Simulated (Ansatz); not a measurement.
`NC(=O)C[SeH]` + H₂O → `OC[SeH]` + `NC=O`  (formal hydrolysis of a C–C bond)

Program: Ansatz. Geometries: PBE0-D4/def2-TZVP. ΔE: electronic, gas phase. CCSD(T)/CBS adds triple-zeta CCSD(T) − MP2 to the extrapolated MP2 energy (def2 sets, frozen cores). This one scheme is used for every species. Functionals use def2-TZVPP. B3LYP here is the variant with VWN-RPA as its local correlation; programs differ in this. HSE06 is defined as in plane-wave codes. For Se outer-core shells are correlated without core-valence functions, which leaves a few kJ/mol of doubt a bond. Scalar relativity is left out up to krypton. Each species was taken in one conformer, which may not be the lowest.

```tsv
level	ΔE (kcal/mol)	difference from CCSD(T)/CBS
LDA (SPW92)	17.0	-1.6
PBE-D4	15.5	-3.1
revPBE-D4	15.9	-2.7
BLYP-D4	14.3	-4.3
r2SCAN-D4	16.1	-2.5
B97M-V	16.1	-2.5
PBE0-D4	16.8	-1.8
r2SCANh-D4	16.5	-2.1
r2SCAN0-D4	17.1	-1.5
HSE06-D4	16.7	-1.9
BHLYP-D4	16.3	-2.3
CAM-B3LYP-D4	15.7	-2.9
ωB97X-V	16.2	-2.4
ωB97M-V	16.7	-1.9
B2PLYP	15.3	-3.3
PBE	14.1	-4.5
revPBE	12.8	-5.8
BLYP	11.5	-7.1
r2SCAN	15.7	-2.9
PBE0	15.6	-3.0
B3LYP	13.2	-5.4
r2SCANh	16.1	-2.5
r2SCAN0	16.6	-2.0
BHLYP	14.5	-4.1
CAM-B3LYP	14.4	-4.2
LC-ωPBE	16.6	-2.0
RPA@PBE/def2-TZVPP	16.2	-2.4
HF/def2-SVP	12.3	-6.3
MP2/def2-SVP	16.4	-2.2
CCSD/def2-SVP	14.5	-4.1
CCSD(T)/def2-SVP	14.7	-3.9
HF/def2-TZVPP	13.6	-5.0
MP2/def2-TZVPP	19.3	0.7
SCS-MP2/def2-TZVPP	17.4	-1.2
CCSD(T)/def2-TZVPP	17.6	-1.0
HF/def2-QZVPP	13.5	-5.1
MP2/def2-QZVPP	19.9	1.3
SCS-MP2/def2-QZVPP	17.9	-0.7
HF/CBS(def2)	13.5	-5.1
MP2/CBS(def2)	20.3	1.7
CCSD(T)/CBS	18.6	0
```

Largest T1 diagnostic among the species: 0.016.

At CCSD(T), def2-SVP lies −3.9 kcal/mol from the extrapolated value and def2-TZVPP −1.0 kcal/mol. In def2-TZVPP, CCSD(T) changes the Hartree–Fock value by +4.0 kcal/mol (the triples alone add +0.4 kcal/mol) and MP2 by +5.8 kcal/mol. From BLYP to BHLYP (50 % exact exchange), in def2-TZVPP and without D4, ΔE moves by +3.0 kcal/mol.

CCSD(T)/CBS has its own doubt, a few kJ/mol and more with outer-core shells, so smaller differences from it don't rank the levels.
